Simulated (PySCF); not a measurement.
Molecule (SMILES): [AlH] (AlH) (closed-shell singlet).
Geometry (B3LYP-D3(BJ)/def2-TZVP, fixed):
```xyz
2

Al     0.0000     0.0000    -0.1187
H      0.0000     0.0000     1.5432
```

Basis-set convergence of the isotropic shielding of Al1 at HF with PySCF. GIAO, no density fitting; atoms are numbered in the order shown. All functions are spherical. No added dispersion term, no relativity. Reference: the value in pcSseg-3, 146.52 ppm, itself unsure by roughly 2.39 ppm (its mean distance from pcseg-4, cc-pCVQZ, cc-pV(5+d)Z). Deviations are taken from unrounded values.

```csv
basis,functions,isotropic shielding of Al1 (ppm)
6-31G*,20,213.33
6-31+G*,24,208.51
def2-SVP,23,183.08
def2-SVPD,32,197.68
pcseg-1,23,147.78
aug-pcseg-1,36,146.62
cc-pV(D+d)Z,28,228.61
aug-cc-pV(D+d)Z,41,230.82
6-311G**,32,138.22
6-311+G**,36,140.22
def2-TZVP,43,146.71
def2-TZVPD,52,148.73
pcseg-2,48,139.35
aug-pcseg-2,73,139.11
cc-pV(T+d)Z,53,164.03
aug-cc-pV(T+d)Z,78,163.37
def2-TZVPP,56,147.21
def2-TZVPPD,65,149.17
cc-pV(Q+d)Z,94,197.03
aug-cc-pV(Q+d)Z,135,191.79
pcseg-3,97,142.66
aug-pcseg-3,138,144.26
def2-QZVPP,100,144.59
def2-QZVPPD,109,144.91
```

What the diffuse functions change, pair by pair:
- 6-31G* to 6-31+G*: 4 more functions, deviation 66.81 to 61.99 ppm
- def2-SVP to def2-SVPD: 9 more functions, deviation 36.57 to 51.16 ppm
- pcseg-1 to aug-pcseg-1: 13 more functions, deviation 1.26 to 0.10 ppm
- cc-pV(D+d)Z to aug-cc-pV(D+d)Z: 13 more functions, deviation 82.09 to 84.31 ppm
- 6-311G** to 6-311+G**: 4 more functions, deviation -8.30 to -6.30 ppm
- def2-TZVP to def2-TZVPD: 9 more functions, deviation 0.19 to 2.21 ppm
- pcseg-2 to aug-pcseg-2: 25 more functions, deviation -7.17 to -7.41 ppm
- cc-pV(T+d)Z to aug-cc-pV(T+d)Z: 25 more functions, deviation 17.51 to 16.86 ppm
- def2-TZVPP to def2-TZVPPD: 9 more functions, deviation 0.70 to 2.66 ppm
- cc-pV(Q+d)Z to aug-cc-pV(Q+d)Z: 41 more functions, deviation 50.51 to 45.27 ppm
- pcseg-3 to aug-pcseg-3: 41 more functions, deviation -3.86 to -2.26 ppm
- def2-QZVPP to def2-QZVPPD: 9 more functions, deviation -1.93 to -1.61 ppm

They bring the value nearer the reference by more than 2.39 ppm in 2 of 12 pairs.
